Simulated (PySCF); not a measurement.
Spin-rotation constants: `C=C[C@@H]1CN[Si@H]([SiH3])N1`, C₄H₁₂N₂Si₂

Geometry:
```csv
atom,x (Å),y (Å),z (Å)
C1,-3.303,0.842,0.547
C2,-1.985,0.903,0.506
C3,-1.093,-0.254,0.181
C4,-0.217,-0.647,1.376
N5,0.921,-1.347,0.830
Si6,1.298,-0.820,-0.772
Si7,3.100,0.563,-1.111
N8,-0.154,0.107,-0.864
H9,-3.832,-0.076,0.353
H10,-3.907,1.701,0.785
H11,-1.464,1.832,0.695
H12,-1.701,-1.123,-0.112
H13,0.082,0.260,1.922
H14,-0.772,-1.291,2.064
H15,1.616,-1.578,1.520
H16,1.287,-2.073,-1.561
H17,4.347,-0.195,-0.955
H18,3.230,1.709,-0.201
H19,3.140,1.121,-2.467
H20,-0.599,0.376,-1.725
```

Level of theory: GIAO BHandHLYP/pcSseg-1 magnetisability, rotational g tensor and spin-rotation constants, non-relativistic, gas phase (PySCF). Geometry: GFN2-xTB.

Task: Give the nuclear spin-rotation constants along the inertial axes (H = +C I·J) beside the isotropic shieldings.

Result: Rotational constants 3.0645, 0.7437, 0.6723 GHz. A star marks the isotopologue with that one atom substituted, in its own axes.
```csv
atom,isotope,Caa (kHz),Cbb (kHz),Ccc (kHz),mean (kHz),σ (ppm)
N5,14N,0.090,0.021,0.030,0.047,249.3
N8,14N,0.142,0.028,0.033,0.068,226.0
H9,1H,-0.234,-0.043,0.005,-0.091,26.5
H10,1H,-0.085,-0.030,-0.042,-0.052,26.7
H11,1H,-0.260,-0.033,0.010,-0.095,25.9
H12,1H,-0.234,-0.059,0.004,-0.097,28.2
H13,1H,-0.339,-0.064,0.020,-0.128,29.1
H14,1H,-0.152,-0.002,-0.072,-0.075,28.6
H15,1H,-0.325,-0.042,-0.057,-0.141,32.1
H16,1H,-0.221,-0.049,0.018,-0.084,26.4
H17,1H,-0.014,-0.043,-0.068,-0.042,28.9
H18,1H,-0.292,-0.066,0.014,-0.115,28.8
H19,1H,-0.267,-0.002,-0.049,-0.106,28.8
H20,1H,-0.348,-0.032,-0.058,-0.146,31.7
C1,13C*,0.865,0.211,0.221,0.432,64.5
C2,13C*,1.018,0.245,0.260,0.508,31.9
C3,13C*,0.617,0.159,0.141,0.306,124.7
C4,13C*,0.538,0.149,0.139,0.275,133.9
Si6,29Si*,-1.933,-0.439,-0.416,-0.929,366.6
Si7,29Si*,-1.443,-0.368,-0.316,-0.709,475.7
```
For the geometry as given, no vibrational averaging.

Task: How do the rotational constants and the g tensor change when H9, H10, H11, H12, H13, H14, H15, H16, H17, H18, H19, H20 are replaced by deuterium?

Result: Constants 2.4717, 0.6459, 0.5872 GHz; g -0.0277, -0.0092, -0.0073, against -0.0343, -0.0105, -0.0084 before.
